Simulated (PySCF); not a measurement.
# Cost against result

Saddle point of SnH₅OF, closed shell (SnH₄O ([OH][SnH3]) + HF → SnH₃F ([F][SnH3]) + H₂O; bonds formed: Sn1–F7, O2–H6; bonds broken: Sn1–O2, H6–F7), PBE0-D4/def2-TZVP structure:

| atom | x (Å) | y (Å) | z (Å) |
| --- | --- | --- | --- |
| Sn1 | -0.0669 | -0.7165 | 0.4836 |
| O2 | 0.7642 | 0.8605 | -0.7401 |
| H3 | -1.5377 | -1.3688 | -0.0625 |
| H4 | 1.1971 | -1.7620 | -0.0546 |
| H5 | 0.1643 | -0.3544 | 2.1211 |
| H6 | -0.1755 | 1.3651 | -0.4032 |
| F7 | -1.1572 | 1.2679 | 0.3428 |
| H8 | 0.8119 | 0.7084 | -1.6872 |

Barriers are electronic and count from the start structure reached by relaxing down the imaginary mode.

Program: PySCF 2.14 with density fitting (its default auxiliary sets; JK sets also for MP2 and CCSD(T)). Basis: as named in each row. Cores are frozen in the correlated methods. Filled d shells of the heavier atoms are correlated. Core potentials replace the inner electrons of the atoms past krypton. The def2 sets are not built for correlating such inner shells, so the correlated values are less sure here. B3LYP uses VWN-RPA correlation. Extrapolation: Hartree–Fock as exp(−7.88 √X), correlation as X^−2.97.

Times are rough, for one single point on 4 threads of a shared host (Arm Neoverse V2).

The estimate by CCSD(T) at an estimated basis limit (MP2 extrapolated from triple and quadruple zeta, plus CCSD(T) − MP2 in triple zeta) is 46.2 kJ/mol.

```csv
method,basis,time (s),barrier (kJ/mol),method less estimate
PBE0-D4,def2-SVP,3,21.9,-24.2
PBE-D4,def2-SVP,3,8.6,-37.6
MP2,def2-QZVPP,4,47.8,1.6
SPW92,def2-TZVPP,6,12.5,-33.7
PBE0-D4,def2-TZVPP,8,40.6,-5.6
B3LYP-D4,def2-TZVPP,8,44.2,-1.9
BHLYP-D4,def2-TZVPP,8,52.5,6.4
PBE-D4,def2-TZVPP,9,30.9,-15.2
CCSD(T),def2-SVP,13,38.1,-8.1
r2SCAN-D4,def2-TZVPP,19,31.2,-14.9
wB97M-V,def2-TZVPP,120,40.5,-5.6
CCSD(T),def2-TZVPP,400,52.2,6.0
```

All methods are single points on the PBE0-D4 structures.

T1 diagnostic: at most 0.014.

Steps of this kind, hydrogen fluoride cutting a network bond, underlie vapour etching and the fluorination step of atomic layer etching.

Labels in which every atom is bracketed show which atoms are joined, not bond orders.
